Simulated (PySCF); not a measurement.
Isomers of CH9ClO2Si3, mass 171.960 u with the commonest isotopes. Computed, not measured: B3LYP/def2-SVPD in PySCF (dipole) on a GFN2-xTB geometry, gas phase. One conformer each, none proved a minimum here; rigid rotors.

Question: Order these by rotational constant B, largest first.
A. `[SiH3:1][O:2][SiH2:3][O:4][CH2:5][SiH2:6][Cl:7]` with Si1–O2–Si3–O4 170°, O2–Si3–O4–C5 54°, Si3–O4–C5–Si6 -50°, O4–C5–Si6–Cl7 -169°
B. `[OH:1][Si@@H:2]([CH2:3][Cl:4])[O:5][SiH2:6][SiH3:7]` with H–O1–Si2–C3 49°, O1–Si2–C3–Cl4 -57°, O1–Si2–O5–Si6 16°, Si2–O5–Si6–Si7 29°
C. `[CH3:1][Si@:2]([SiH3:3])([Cl:4])[O:5][SiH2:6][OH:7]` with C1–Si2–O5–Si6 154°, Si2–O5–Si6–O7 -14°, O5–Si6–O7–H -41°
D. `[SiH3:1][CH2:2][O:3][SiH2:4][O:5][SiH2:6][Cl:7]` with Si1–C2–O3–Si4 178°, C2–O3–Si4–O5 178°, O3–Si4–O5–Si6 56°, Si4–O5–Si6–Cl7 77°

Answer: C (829.5 MHz), A (604.0 MHz), B (473.4 MHz), D (433.2 MHz).

Question: Order these by rotational constant C, smallest first.
A. `[SiH3:1][O:2][SiH2:3][O:4][CH2:5][SiH2:6][Cl:7]` with Si1–O2–Si3–O4 170°, O2–Si3–O4–C5 54°, Si3–O4–C5–Si6 -50°, O4–C5–Si6–Cl7 -169°
B. `[CH3:1][Si@:2]([SiH3:3])([Cl:4])[O:5][SiH2:6][OH:7]` with C1–Si2–O5–Si6 154°, Si2–O5–Si6–O7 -14°, O5–Si6–O7–H -41°
C. `[OH:1][Si@@H:2]([CH2:3][Cl:4])[O:5][SiH2:6][SiH3:7]` with H–O1–Si2–C3 49°, O1–Si2–C3–Cl4 -57°, O1–Si2–O5–Si6 16°, Si2–O5–Si6–Si7 29°
D. `[SiH3:1][CH2:2][O:3][SiH2:4][O:5][SiH2:6][Cl:7]` with Si1–C2–O3–Si4 178°, C2–O3–Si4–O5 178°, O3–Si4–O5–Si6 56°, Si4–O5–Si6–Cl7 77°

Answer: D (401.7 MHz), C (429.8 MHz), A (467.1 MHz), B (738.4 MHz).

Question: Order these by out-of-plane moment Σ m c² = (Ia + Ib − Ic)/2, largest first.
A. `[SiH3:1][CH2:2][O:3][SiH2:4][O:5][SiH2:6][Cl:7]` with Si1–C2–O3–Si4 178°, C2–O3–Si4–O5 178°, O3–Si4–O5–Si6 56°, Si4–O5–Si6–Cl7 77°
B. `[OH:1][Si@@H:2]([CH2:3][Cl:4])[O:5][SiH2:6][SiH3:7]` with H–O1–Si2–C3 49°, O1–Si2–C3–Cl4 -57°, O1–Si2–O5–Si6 16°, Si2–O5–Si6–Si7 29°
C. `[CH3:1][Si@:2]([SiH3:3])([Cl:4])[O:5][SiH2:6][OH:7]` with C1–Si2–O5–Si6 154°, Si2–O5–Si6–O7 -14°, O5–Si6–O7–H -41°
D. `[SiH3:1][O:2][SiH2:3][O:4][CH2:5][SiH2:6][Cl:7]` with Si1–O2–Si3–O4 170°, O2–Si3–O4–C5 54°, Si3–O4–C5–Si6 -50°, O4–C5–Si6–Cl7 -169°

Answer: C (147.64 u·Å²), A (52.47 u·Å²), B (23.43 u·Å²), D (13.68 u·Å²).

```
                    SMILES  point group  Ia (u·Å²)  Ib (u·Å²)  Ic (u·Å²)      κ  μa (D)  μb (D)  μc (D)
   [SiH3]CO[SiH2]O[SiH2]Cl           C1     196.38    1166.58    1258.02  -0.97    1.97    0.51    0.02
C[Si@]([SiH3])(Cl)O[SiH2]O           C1     370.39     609.29     684.40  -0.71    0.92    0.02    1.25
   [SiH3]O[SiH2]OC[SiH2]Cl           C1     272.45     836.77    1081.85  -0.80    1.51    0.15    0.47
O[Si@@H](CCl)O[SiH2][SiH3]           C1     155.18    1067.55    1175.86  -0.97    0.45    0.42    0.31
```
